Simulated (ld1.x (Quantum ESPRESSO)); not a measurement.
**Mn (Z = 25), TM semilocal: configuration errors across variants**

ld1.x (Quantum ESPRESSO) 7.5 input, shortened:

```
&input
   title='Mn', zed=25., rel=1, dft='PZ', iswitch=3,
   config='[Ar] 3d5 4s0 4p0'
 /
 &inputp
   pseudotype=1, tm=.true., lloc=1,
   nlcc=.true.
 /
3
4S  1  0   0.00   0.00  2.35  2.35  0.0
3D  3  2   5.00   0.00  1.25  1.25  0.0
3P  2  1   6.00   0.00  0.90  0.90  0.0
 &test
   configts(1)='3p6 3d5 4s0 4p0'
 /
```

All-electron excitation energies from the reference (eV): (1) 3p6 3d5 4s2 4p0 -24.531; (2) 3p6 3d5 4s1 4p0 -15.877; (3) 3p6 3d4 4s0 4p0 32.811; (4) 3p5 3d5 4s2 4p0 37.364; (5) 3p6 3d5 4s1.5 4p0 -21.065; (6) 3p6 3d5 4s0 4p1 -11.061; (7) 3p6 3d4 4s2 4p0 -11.083; (8) 3p6 3d5 4s0 4p0 spin -5.471; (9) 3p6 3d5 4s2 4p0 spin -29.585.

Spin tests fill each open shell by Hund’s rule, majority spin first.

A semilocal file is local in each channel, so a ghost entry of none says nothing of the separable form that plane-wave codes build from it.

The default core radius of the base comes out at 0.42 bohr.

Errors AE − PS in meV (a dash: test not solved or not reliable):

| change | (1) | (2) | (3) | (4) | (5) | (6) | (7) | (8) | (9) | bound ghosts |
| --- | --- | --- | --- | --- | --- | --- | --- | --- | --- | --- |
| base | -23 | -8.7 | -43 | -368 | -16 | +13 | -234 | +232 | +223 | none |
| core correction none | -13 | -4.5 | -23 | -343 | -8.6 | +15 | -216 | +1305 | +1242 | none |
| core correction a·sin(br)/r model core inside 0.38 bohr | -23 | -8.7 | -43 | -368 | -16 | +13 | -234 | +226 | +217 | none |
| core correction a·sin(br)/r model core inside 0.54 bohr | -23 | -8.7 | -43 | -368 | -16 | +13 | -234 | +304 | +291 | none |
| core correction a·sin(br)/r model core inside 0.64 bohr | -23 | -8.7 | -43 | -367 | -16 | +13 | -233 | +384 | +366 | none |
| core correction a·sin(br)/r model core inside 0.72 bohr | -23 | -8.7 | -43 | -367 | -16 | +13 | -233 | +426 | +406 | none |
| core correction a·sin(br)/r model core inside 0.84 bohr | -23 | -8.6 | -43 | -366 | -16 | +13 | -233 | +476 | +454 | none |
| core correction a·sin(br)/r model core inside 0.98 bohr | -23 | -8.6 | -43 | -365 | -16 | +13 | -232 | +576 | +548 | none |

Give the same row for: core correction a·sin(br)/r model core inside 1.06 bohr.

-22, -8.6, -42, -364, -16, +13, -231, +667, +634; bound ghosts: none.
